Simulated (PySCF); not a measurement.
How methods differ on the excitation energy of Ta⁺

Ta⁺ [Xe] 4f14 5d3 6s1 (5F) → Ta⁺ [Xe] 4f14 5d2 6s2 (3F), as a difference of total energies. Computed with PySCF 2.14 in def2-QZVPPD with the def2 core potential (60 electrons) (7s6p4d3f2g, 84 functions), with scalar relativity through the core potential. Correlated levels: valence and next inner shell: nothing frozen outside the core potential. The calculations carry no spin-orbit coupling.

| method | excitation energy (eV) | error (eV) |
| --- | --- | --- |
| UHF | 1.472 | +1.044 |
| MP2 (valence and next inner shell) | 0.683 | +0.255 |
| SCS-MP2 (valence and next inner shell) | 0.334 | -0.094 |
| CCSD (valence and next inner shell) | 0.651 | +0.223 |
| CCSD(T) (valence and next inner shell) | 0.506 | +0.078 |

Reference: 0.428 eV (measured; NIST levels, between the centres of gravity of the two terms).

Errors of the correlated levels include the incompleteness of this basis.
